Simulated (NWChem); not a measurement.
CH$_{4}$Cl$_{2}$Ge; SMILES [CH3][GeH]([Cl])[Cl]

Computed with NWChem. Pople sets run with spherical d functions. All runs use the structure optimised with PBE-D3(BJ)/def2-SVP.

### Question
Taking TPSS/6-311G** as the yardstick, which of these has the fewest basis functions while keeping “highest occupied level (eV)” within 0.1 eV of it: TPSS/3-21G; TPSS/STO-3G; TPSS/6-31G*?

### Answer
TPSS/3-21G (a larger set in the list lies outside the tolerance).
```json
[
 {"level": "TPSS/STO-3G", "basis functions": "45", "highest occupied level (eV)": "-4.04", "relative time (rough)": "1"},
 {"level": "TPSS/3-21G", "basis functions": "65", "highest occupied level (eV)": "-7.67", "relative time (rough)": "1"},
 {"level": "TPSS/6-31G*", "basis functions": "90", "highest occupied level (eV)": "-7.44", "relative time (rough)": "4"},
 {"level": "TPSS/6-311G**", "basis functions": "138", "highest occupied level (eV)": "-7.61", "relative time (rough)": "5"}
]
```

The yardstick is one finite set, not the basis-set limit.
